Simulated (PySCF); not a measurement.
A PySCF script (with the pyscf-properties extension) for the NMR shieldings of SMILES CC[C@@H](C)OC=O, C₅H₁₀O₂, on a GFN2-xTB geometry:

```python
import basis_set_exchange as bse
import numpy as np
from pyscf import gto, dft
from pyscf.prop import nmr

atoms = """
C     1.656633    1.383716    0.158883
C     1.281028   -0.092166    0.209265
C    -0.207156   -0.316322   -0.048637
C    -0.566471   -1.795943   -0.127913
O    -0.929264    0.289212    1.044542
C    -2.129266    0.764557    0.794910
O    -2.711433    0.761111   -0.250231
H     1.449083    1.798411   -0.825186
H     2.714910    1.511502    0.371624
H     1.086246    1.942540    0.896523
H     1.524405   -0.500605    1.191186
H     1.846127   -0.645205   -0.542147
H    -0.517954    0.188200   -0.972404
H    -1.634045   -1.910774   -0.299617
H    -0.028271   -2.263485   -0.947304
H    -0.302585   -2.294621    0.801766
H    -2.538983    1.191902    1.728109
"""
names = dict.fromkeys(["C", "O", "H"], "pcSseg-1")
basis = {el: gto.basis.parse(bse.get_basis(n, elements=[el], fmt="nwchem")) for el, n in names.items()}
mol = gto.M(atom=atoms, basis=basis, charge=0, verbose=0)
mf = dft.RKS(mol, xc="PBE0")
mf.grids.level = 2
mf.grids.alignment = dft.numint.BLKSIZE   # the property module wants whole blocks of grid points
mf.conv_tol = 1e-9
mf.kernel()

calc = nmr.RKS(mf)   # GIAO
C = mf.mo_coeff
Co = C[:, mf.mo_occ > 0]
resp = mf.gen_response(singlet=True, hermi=2)
def vind(x):   # induced exchange potential for any number of trial vectors
    d = np.einsum("pi,xij,qj->xpq", C, 2 * x.reshape(-1, C.shape[1], Co.shape[1]), Co, optimize=True)
    return np.einsum("xpq,pi,qj->xij", resp(d - d.transpose(0, 2, 1)), C, Co, optimize=True).ravel()
mo1, _ = nmr.rhf.solve_mo1(calc, with_cphf=vind)
sigma = calc.kernel(mo1)
for i, s in enumerate(sigma):   # ppm
    print("%2d %-2s %9.2f" % (i, mol.atom_pure_symbol(i), np.trace(s) / 3))
```

Q: What does it print?

A: 
```
 0 C     173.63
 1 C     153.67
 2 C     112.66
 3 C     163.79
 4 O      96.78
 5 C      21.27
 6 O    -102.83
 7 H      30.90
 8 H      30.62
 9 H      30.39
10 H      30.08
11 H      30.29
12 H      26.75
13 H      29.92
14 H      30.73
15 H      30.55
16 H      23.54
```

These numbers come from an equivalent density-fitted implementation of the same equations, which agrees with the script to about 0.01 ppm for H and up to a few tenths of a ppm for heavy atoms, so last digits may differ.

Q: Turn these shieldings into chemical shifts. δ = σ(ref) − σ, references computed at the same level: TMS for 13C (σ = 186.93 ppm), 1H (σ = 31.72 ppm); 17O (σ = 336.08 ppm) against H2O.

A: Averaging equivalent atoms: C 5: 165.7; C 2: 74.3; C 1: 33.3; C 3: 23.1; C 0: 13.3; O 6: 438.9; O 4: 239.3; H 16: 8.18; H 12: 4.97; H 10: 1.64; H 11: 1.42; H 13/14/15: 1.32; H 7/8/9: 1.08 ppm. Unscaled 17O shifts of doubly bonded oxygen tend to come out too high, by tens of ppm or more. Experimental scales use liquid or dissolved standards, which lie at an offset from isolated H2O (liquid H2O: subtract about 36 ppm).

Size and cost of the density-fitted run: 169 basis functions, 19 s wall time on 1 thread of an Arm Neoverse V2, shared host.
